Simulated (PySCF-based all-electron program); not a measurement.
## NiGe, singlet: squeezing and stretching

Calculated with an in-house all-electron program built on PySCF, in large uncontracted Gaussian sets near the basis limit; Koelling–Harmon scalar relativity, no spin–orbit coupling, spin-restricted. Forces are good to about 0.002 eV/Å. In part, the state lies near an instability. A positive force pushes the atoms apart.

```
r (Å)  PBE (eV/Å)
1.696      17.210
1.802           ?
1.908           ?
2.120      -0.405
```

Task: What does PBE give at the lengths left open?

Result: 1.802 Å: 9.583 eV/Å; 1.908 Å: 4.688 eV/Å.

Task: Between which listed lengths does the PBE force vanish, and at which of the two is it smaller?

Result: Between 1.908 and 2.120 Å. The force is smaller at 2.120 Å.
